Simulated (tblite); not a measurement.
C5H10SSi.
Structure used (GFN2-xTB), in Å, numbered top down from 1:
```
atom  x, y, z in Å
C1     2.4162    1.0772   -0.6806
C2     1.9233   -0.0859   -0.2983
C3     0.8546   -0.2538    0.7342
C4    -0.3671   -0.9469    0.1449
C5    -1.1139   -0.0970   -0.8938
Si6   -2.6938    0.1703    0.1301
S7    -1.6659   -1.1836    1.4470
H8     3.1864    1.1546   -1.4293
H9     2.0784    2.0060   -0.2494
H10    2.2795   -1.0050   -0.7460
H11    1.2355   -0.8621    1.5598
H12    0.5582    0.7176    1.1361
H13   -0.0942   -1.9348   -0.2299
H14   -1.2737   -0.6491   -1.8189
H15   -0.5521    0.8002   -1.1490
H16   -3.9225   -0.3927   -0.4086
H17   -2.8559    1.4970    0.7106
```

All values are computed: GFN2-xTB (tblite) harmonic vibrations without scaling, gas phase. Against measured fundamentals such values can be off by several per cent, at times by over 20. Modes of hydrogen on silicon can be 10 to 20 % off. One conformer, not necessarily the lowest.

Harmonic wavenumbers (cm⁻¹): 36.9, 70.6, 77.6, 183.8, 301.6, 358.5, 428.3, 436.9, 461.0, 480.5, 525.0, 607.9, 619.0, 732.0, 741.6, 769.7, 792.2, 888.2, 908.5, 928.1, 990.0, 1023.0, 1050.7, 1107.3, 1136.4, 1179.3, 1197.2, 1215.2, 1264.1, 1296.2, 1319.7, 1417.2, 1466.1, 1477.4, 1716.9, 2306.4, 2330.1, 2953.1, 2958.5, 2980.9, 2991.7, 3003.0, 3053.9, 3094.9, 3122.1.

A = 3623, B = 1046, C = 892.5 MHz; mass 130.027 u (most abundant isotopes); point group C1, symmetry number 1.

Task: What is the zero-point energy?

Result: ½Σν̃ = 29000 cm⁻¹ = 82.91 kcal/mol.

Task: What is S at 298.15 K and 1 bar for an ideal gas of classical rigid rotors and harmonic oscillators?

Result: Translation 40.53, rotation 28.94, vibration 24.97: S = 94.4 cal/(mol K).

Task: And Cp and H(298.15 K) − H(0)?

Result: Cp = 34.91 cal/(mol K), of which vibrations give 26.96 (their classical limit is 45 R = 89.4); H(298.15 K) − H(0) = 6.22 kcal/mol without the zero-point energy, 3.85 from vibrations.

Task: How do the functions run with temperature in this model?

Result: 
| T (K) | S (cal/(mol K)) | Cp (cal/(mol K)) | H − H(0) (kcal/mol) | G − H(0) (kcal/mol) | ln q(vib) |
| --- | --- | --- | --- | --- | --- |
| 50 | 58.9 | 12.8 | 0.51 | -2.43 | 0.68 |
| 100 | 68.8 | 16.1 | 1.24 | -5.65 | 1.83 |
| 373.15 | 103.0 | 41.9 | 9.10 | -29.35 | 7.72 |
| 500 | 116.8 | 51.8 | 15.08 | -43.30 | 10.56 |
| 750 | 140.5 | 65.3 | 29.84 | -75.55 | 16.04 |
| 1000 | 160.6 | 74.0 | 47.32 | -113.25 | 21.19 |

q(vib) and H(0) count from the zero-point level.

Task: What must be added to the electronic energy to get the Gibbs energy at 298.15 K and 1 bar?

Result: ZPE + [H(298.15 K) − H(0)] − T·S = 82.91 + 6.22 − 28.16 = 60.97 kcal/mol.

Task: Blend soft modes into free rotors: weight 1/[1 + (100 cm⁻¹/ν̃)⁴] for the oscillator and the rest for a rotor with moment μB/(μ + B), μ = h/(8π²ν), B = 10⁻⁴⁴ kg m². What vibrational entropy results?

Result: 22.07 cal/(mol K) in place of 24.97, which changes −T·S at 298.15 K by +0.87 kcal/mol.

Task: Which modes carry the vibrational entropy at 298.15 K?

Result: 36.9 cm⁻¹: 5.42; 70.6 cm⁻¹: 4.14; 77.6 cm⁻¹: 3.95; 183.8 cm⁻¹: 2.29; 301.6 cm⁻¹: 1.41; 358.5 cm⁻¹: 1.13 cal/(mol K); the other 39 give 6.64 together.

Hindered rotation and anharmonicity are outside this model. Other conformers, if any are populated, would add a mixing term that is left out. The structure is chiral; the term R ln 2 for an equal mix with its mirror image is left out.

Time: 1.1 s of wall time. Hardware: one thread of an Arm Neoverse N1, no GPU, on a shared host. The figure is for the frequency step alone.
